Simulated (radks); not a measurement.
Values are calculated unless marked as measured or tabulated.
Trend from Sc to Zn: ionisation energy by Delta-SCF between NIST ground configurations, and size. Code: a radial shooting solver on a logarithmic mesh with Libxc functionals. Model: scalar-relativistic Kohn-Sham, PBE, spin-polarised, spherical densities, finite nucleus; open shells are filled with parallel spins first; Fermi nuclear charge, rms radius of each element as measured or else 0.836 A^(1/3) + 0.57 fm.

species,configuration,IE (eV),NIST (eV),kind,-e(HOMO) (eV),r at 0.001 e/bohr^3 (bohr)
Sc,[Ar] 3d1 4s2,6.461,6.561,exp.,3.512 (3d),4.96
Ti,[Ar] 3d2 4s2,6.705,6.828,exp.,4.174 (4s),4.84
V,[Ar] 3d3 4s2,5.966,6.746,exp.,4.283 (4s),4.73
Cr,[Ar] 3d5 4s1,7.396,6.767,exp.,3.723 (3d),4.40
Mn,[Ar] 3d5 4s2,7.236,7.434,exp.,4.464 (4s),4.56
Fe,[Ar] 3d6 4s2,7.836,7.902,exp.,4.851 (4s),4.47
Co,[Ar] 3d7 4s2,7.733,7.881,exp.,5.175 (4s),4.39
Ni,[Ar] 3d8 4s2,7.076,7.640,exp.,5.462 (4s),4.31
Cu,[Ar] 3d10 4s1,8.382,7.726,exp.,4.894 (3d),4.09
Zn,[Ar] 3d10 4s2,9.596,9.394,exp.,5.979 (4s),4.19

Reference values: NIST Atomic Spectra Database (measured). Open shells are spherical and high-spin; term and fine-structure splittings are not resolved.
